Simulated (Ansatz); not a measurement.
```yaml
crystal:
  periodic: [false, false, false]
  atoms:
    - {symbol: O, position_ang: [0.123365, 0.051386, 2.134369]}
    - {symbol: C, position_ang: [0.292711, 0.019956, 1.046870]}
    - {symbol: Fe, position_ang: [0.354263, 0.118580, 0.000889]}
    - {symbol: P, position_ang: [-1.088782, -0.638860, -0.022786]}
    - {symbol: C, position_ang: [-0.284009, 0.870068, -0.500355]}
    - {symbol: O, position_ang: [-0.786258, 1.733927, -0.659087]}
    - {symbol: C, position_ang: [1.005014, -0.324310, -0.701185]}
    - {symbol: O, position_ang: [1.114366, -0.790305, -1.256903]}
    - {symbol: C, position_ang: [1.158801, 0.697066, 0.024557]}
    - {symbol: O, position_ang: [1.948110, 1.648725, -0.116678]}
    - {symbol: H, position_ang: [-1.897681, -0.346997, 0.420770]}
    - {symbol: H, position_ang: [-0.550849, -1.431173, 0.189135]}
    - {symbol: H, position_ang: [-1.179199, -0.958731, -0.777763]}
basis:
  gaussian: {orbitals: aug-pcseg-2}
hamiltonian: {xc: {name: wPBEh}, pseudopotentials: {relativity: none}}
accuracy: high
output: {forces: true}
```

```sh
$ ansatz run in.yaml --threads 4 --pin off --events-out ev --progress --plain --max-ram 66560MiB --backend cuda --devices 0, --max-vram 37GiB
```

It prints (some lines left out):

```
Functional definition: wPBEh
7907 factors; integrals over basis functions are off by at most 4.3e-9 eV
200 factors; integrals over basis functions are off by at most 1.7e-9 eV
mean field evaluation 1: about -55799.0508 eV, gradient 2.8e2 eV
mean field evaluation 2: about -53902.2644 eV, gradient 8.7e2 eV
mean field evaluation 4: about -55873.1609 eV, gradient 6.5e1 eV
mean field evaluation 8: about -55881.3984 eV, gradient 1.3e0 eV
mean field evaluation 16: about -55882.3966 eV, gradient 8.0e-3 eV
mean field evaluation 32: about -55882.3966 eV, gradient 1.5e-7 eV
mean field -55882.39662188 eV, -2053.6401974052 hartree, gradient 1.4e-7 eV, S^2 0.000000; 0 other end points of the search recorded, 1 dependent functions left out
reference -55882.39663053 eV, -2053.6401977230 hartree; 50, 50 occupied and 517, 517 virtual orbitals, 7907 factors
Total energy: -55882.39663053 eV, -2053.6401977230 hartree
Atom 0 at     0.123365     0.051386     2.134369 Å, force    -2.091173     0.005824    13.550426 eV/Å
Atom 1 at     0.292711     0.019956     1.046870 Å, force    -4.809131    -9.952797   100.478131 eV/Å
Atom 2 at     0.354263     0.118580     0.000889 Å, force   -97.246628   -68.828493     7.661588 eV/Å
Atom 3 at    -1.088782    -0.638860    -0.022786 Å, force    -5.386937    20.184889    35.804542 eV/Å
Atom 4 at    -0.284009     0.870068    -0.500355 Å, force   -41.334789    42.636263   -36.225951 eV/Å
Atom 5 at    -0.786258     1.733927    -0.659087 Å, force   -16.402520    26.352526    -6.338503 eV/Å
Atom 6 at     1.005014    -0.324310    -0.701185 Å, force    32.778386    83.139072    89.393022 eV/Å
Atom 7 at     1.114366    -0.790305    -1.256903 Å, force    38.051464  -145.835020  -175.981042 eV/Å
Atom 8 at     1.158801     0.697066     0.024557 Å, force   118.568298    93.304301     8.599094 eV/Å
Atom 9 at     1.948110     1.648725    -0.116678 Å, force     1.982399    -0.006681     0.441329 eV/Å
Atom 10 at    -1.897681    -0.346997     0.420770 Å, force   -26.687327     8.973598    14.253062 eV/Å
Atom 11 at    -0.550849    -1.431173     0.189135 Å, force    13.415148   -25.431353     8.200119 eV/Å
Atom 12 at    -1.179199    -0.958731    -0.777763 Å, force   -10.837192   -24.542129   -59.835818 eV/Å
Dipole moment:    -0.688526    -1.065203    -0.555807 e Å
```

In this input the geometry is squeezed to about two thirds of its size. Self-consistency was reached. The result belongs to that input, not to the molecule as meant.
